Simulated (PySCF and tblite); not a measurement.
Results of a calculation; reference values are marked as such.
C₈H₁₄, numbered as in [CH2:1]=[C:2]([CH3:3])/[C:4](=[CH:5]/[CH3:6])[CH2:7][CH3:8].

The ensemble was built from 90 distance-geometry starts (ETKDG and KDG, MMFF94s, GFN2-xTB) and rests on GFN2-xTB geometries. Free energies are PBE0-D3(BJ)/pcSseg-1 single points with GFN2-xTB rigid-rotor and vibrational terms (modes under about 100 cm⁻¹ blended into free rotors). Symmetry numbers and mirror images are counted. Conformers within 3 kcal/mol (GFN2-xTB free energy) were kept, 10 at most. GIAO shieldings: PBE0/pcSseg-1. Shifts are against TMS (¹H), TMS (¹³C) at the same level. Programs: PySCF with density fitting and tblite.

Torsions listed: C3–C2–C4–C7, C2–C4–C7–C8. Of a mirror pair one member is shown.

```csv
conformer,shape,symmetry,E(GFN2) kcal/mol,E(DFT) kcal/mol
1,"46°, 72°",C1 (pair),0.04,0.32
2,"-158°, -98°",C1 (pair),0.00,0.00
3,"-50°, 101°",C1 (pair),0.22,0.86
```

(1) How much do the weights at 298.15 K and the averaged shift of C7 depend on how the conformers are weighted?

Results:

(1) 
```csv
weighting,1 (%),2 (%),3 (%),δ (ppm),rms dipole (D)
"DFT energy with thermal terms, symmetry and mirror images (full scheme)",52,34,14,25.8,0.59
DFT energy with symmetry and mirror images,32,55,13,26.7,0.61
bare DFT energy,32,55,13,26.7,0.61
GFN2-xTB energy with symmetry and mirror images,36,38,26,26.3,0.61
GFN2-xTB free energy,52,21,27,25.6,0.60
leading conformer alone,100,0,0,24.1,0.55
equal weights,33,33,33,26.3,0.61
"full scheme, search stopped after three starts",0,100,0,28.2,0.63
```

The largest departure from the full scheme, 2.4 ppm, comes with: full scheme, search stopped after three starts.
